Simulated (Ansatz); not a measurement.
The cluster CrO3⁻, relaxed as a doublet with UKS PBE-D4/def2-TZVPD in Ansatz, starting from the GFN2-xTB geometry. Force threshold 0.02 eV/Å.

The structure holds 1 bond(s) between oxygen atoms. The charge -1 doublet is spin-contaminated (final ⟨S²⟩ up to 1.66, 0.75 for a pure state). The highest occupied level of the charge -1 doublet lies above zero (up to 1.02 eV). It is a level of β spin, whose loss leaves a triplet; that state wasn't run at this geometry and level. The electron is either unbound and held by the finite basis, or the level is raised by self-interaction error. The relaxation made no stability test and no search for a lower SCF solution. No other spin state of charge -1 was run. Another isomer (doublet) lies 3.36 eV lower at PBE0-D4/def2-TZVPD; other spin states weren't run for this one.

Start:

Cartesian coordinates in Å:
```
Cr -0.145 -0.305 0.250
O 0.577 1.250 -0.159
O 0.246 0.499 -1.271
O -0.678 -1.444 1.179
```

Question: Estimate the energy that the relaxation releases and the steps that it takes.

Answer: 13.2 kcal/mol, in 13 steps; 19 s on 4 threads of Intel Xeon Platinum 8488C on a shared host. The force fell under the threshold at step 12, but the optimiser went on. No frequencies were taken in this run, so the end may be a saddle point.

Question: Does the start keep its bonding and symmetry?

Answer: By distances, no bond broke or formed. The bond that changes most is O2–O3, from 1.38 to 1.47 Å (atoms count from 1). Point group C2v at the start, Cs at the end, both within 0.05 Å.

Question: Predict the relaxed structure.

Answer: 
| atom | x (Å) | y (Å) | z (Å) |
| --- | --- | --- | --- |
| Cr1 | -0.5314 | -0.1282 | 0.2533 |
| O2 | 0.6766 | 1.2037 | -0.1067 |
| O3 | 0.3166 | 0.4114 | -1.2875 |
| O4 | -0.4618 | -1.4869 | 1.1409 |
Bond lengths: 3 × Cr–O 1.62 to 1.84 Å; 1 × O–O 1.47 Å.
